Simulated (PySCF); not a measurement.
C3H5BO, SMILES C#CB(C)O.

Geometry optimised at PBE-D3(BJ)/def2-SVP. The structure was generated by enumeration, and PubChem lists no compound with its InChIKey, so it may never have been made. One conformer was computed; it need not be the lowest.

Two levels are set side by side: PBE/def2-TZVP (PySCF) and r2SCAN/def2-TZVP (PySCF). Same geometry, gas phase. Differences are taken from unrounded values.

```csv
quantity,r2SCAN,PBE,PBE minus r2SCAN
orbital gap (eV),5.42,4.93,-0.48
highest occupied level (eV),-7.14,-6.90,0.24
lowest empty level (eV),-1.72,-1.97,-0.25
dipole moment (D),1.44,1.39,-0.06
mean polarisability (bohr³),52.2,53.6,1.4
```

Rough cost on one machine, each run with all the roots and properties that it gave: r2SCAN against PBE about 4 times.
